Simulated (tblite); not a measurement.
C₅H₁₂OSi₂.
Numbering: `[CH3:1][C:2]1=[C:3]([CH2:4][CH2:5][OH:6])[SiH2:7][SiH2:8]1` (hydrogens: H9, H10, H11 on C1; H12, H13 on C4; H14, H15 on C5; H16 on O6; H17, H18 on Si7; H19, H20 on Si8)

Computed with GFN2-xTB (tblite), gas phase: L-BFGS steps from a force-field or distance-geometry start until the largest atomic force falls under 0.01 eV/Å.

Step 2: E = -660.2609 eV
```
atom  x, y, z in Å  |  force x, y, z in eV/Å
C1     -1.8780   -1.6065   -0.4112    0.157   0.015  -0.128
C2     -1.2667   -0.2771   -0.1673   -0.465   0.088   0.215
C3      0.0071    0.0986   -0.2738    0.171   0.369  -0.258
C4      1.2121   -0.6778   -0.6465   -0.062  -0.022   0.119
C5      2.1309   -0.6355    0.5706    0.196   0.164  -0.061
O6      2.4761    0.7028    0.8898    0.037  -0.249   0.304
Si7     0.0166    1.9340    0.1911   -0.195  -0.188  -0.008
Si8    -2.1716    1.3037    0.3468    0.283   0.073   0.035
H9     -2.8703   -1.6318    0.0415    0.212  -0.291   0.027
H10    -1.2267   -2.4103   -0.0485   -0.363   0.034  -0.095
H11    -1.9938   -1.6813   -1.4889   -0.108  -0.394  -0.169
H12     1.7252   -0.1317   -1.4483   -0.068  -0.344  -0.180
H13     0.9768   -1.7087   -0.9365    0.199   0.179  -0.026
H14     3.0392   -1.1983    0.3594    0.268  -0.280   0.105
H15     1.6169   -1.0720    1.4440    0.267   0.335  -0.207
H16     2.9367    1.1342    0.1581   -0.088  -0.326  -0.021
H17     0.3292    2.7170   -0.9834    0.376   0.352  -0.230
H18     0.6999    2.2429    1.4071    0.285   0.426   0.373
H19    -3.0519    1.8215   -0.6692   -0.566   0.034  -0.151
H20    -2.7128    1.0871    1.6620   -0.536   0.024   0.356
```

Step 3: E = -660.3120 eV
```
atom  x, y, z in Å  |  force x, y, z in eV/Å
C1     -1.8766   -1.6075   -0.4145    0.082   0.175  -0.108
C2     -1.2691   -0.2732   -0.1633   -0.476  -0.144   0.083
C3      0.0032    0.1041   -0.2783    0.382   0.155  -0.241
C4      1.2127   -0.6786   -0.6448   -0.113   0.157   0.089
C5      2.1356   -0.6337    0.5692    0.158   0.058  -0.072
O6      2.4769    0.6989    0.8959    0.153  -0.125   0.130
Si7     0.0154    1.9319    0.1911    0.025   0.120   0.059
Si8    -2.1691    1.3050    0.3479   -0.057   0.177   0.102
H9     -2.8657   -1.6374    0.0418    0.148  -0.261   0.024
H10    -1.2336   -2.4095   -0.0502   -0.211  -0.066  -0.049
H11    -1.9958   -1.6888   -1.4915   -0.087  -0.340  -0.151
H12     1.7237   -0.1386   -1.4513   -0.052  -0.296  -0.179
H13     0.9805   -1.7052   -0.9370    0.145   0.058  -0.016
H14     3.0436   -1.2033    0.3615    0.211  -0.217   0.088
H15     1.6221   -1.0653    1.4398    0.199   0.235  -0.101
H16     2.9349    1.1278    0.1578   -0.126  -0.307   0.084
H17     0.3362    2.7236   -0.9877    0.327   0.245  -0.078
H18     0.7051    2.2509    1.4140    0.169   0.361   0.169
H19    -3.0624    1.8221   -0.6720   -0.429  -0.036  -0.010
H20    -2.7228    1.0876    1.6686   -0.449   0.051   0.179
```

**Question.** Estimate the geometry and energy of step 4. (The exact step hangs on the optimiser's Hessian estimate; all steps are aligned on step 3, rigid shifts and turns removed.)

**Answer.** E = -660.3968 eV, largest force 0.498 eV/Å
```
atom  x, y, z in Å  |  force x, y, z in eV/Å
C1     -1.8744   -1.6049   -0.4252   -0.021   0.164  -0.038
C2     -1.2769   -0.2677   -0.1544   -0.222  -0.202  -0.196
C3     -0.0035    0.1154   -0.2936    0.401  -0.068  -0.005
C4      1.2127   -0.6744   -0.6404   -0.081   0.189  -0.068
C5      2.1511   -0.6314    0.5639    0.015  -0.087  -0.052
O6      2.4843    0.6897    0.9106    0.247  -0.048  -0.015
Si7     0.0195    1.9364    0.1938    0.198   0.448   0.091
Si8    -2.1732    1.3140    0.3545   -0.393   0.234   0.152
H9     -2.8519   -1.6566    0.0428   -0.087  -0.144   0.023
H10    -1.2522   -2.4109   -0.0548    0.094  -0.178   0.003
H11    -2.0021   -1.7138   -1.5003   -0.039  -0.168  -0.087
H12     1.7193   -0.1614   -1.4625    0.026  -0.101  -0.211
H13     0.9917   -1.6973   -0.9383    0.024  -0.112   0.057
H14     3.0572   -1.2188    0.3686    0.070  -0.058   0.010
H15     1.6379   -1.0455    1.4291    0.009  -0.049   0.175
H16     2.9269    1.1055    0.1609   -0.006  -0.047   0.022
H17     0.3595    2.7432   -0.9971    0.222   0.040   0.220
H18     0.7192    2.2770    1.4305   -0.020   0.233  -0.177
H19    -3.0949    1.8216   -0.6762   -0.166  -0.152   0.249
H20    -2.7552    1.0906    1.6849   -0.272   0.104  -0.152
```

The energy changes by -0.0847 eV. The first-order estimate −F·Δx gives -0.1358 eV and the mean of the old and new forces, exact on a quadratic surface, -0.0851 eV. The step makes an angle of 28° with the force vector and moves no atom by more than 0.036 Å.

The cost below is that of the whole relaxation. The run took 2.1 s on one thread, Arm Neoverse N1 (aarch64), no GPU, on a shared host.
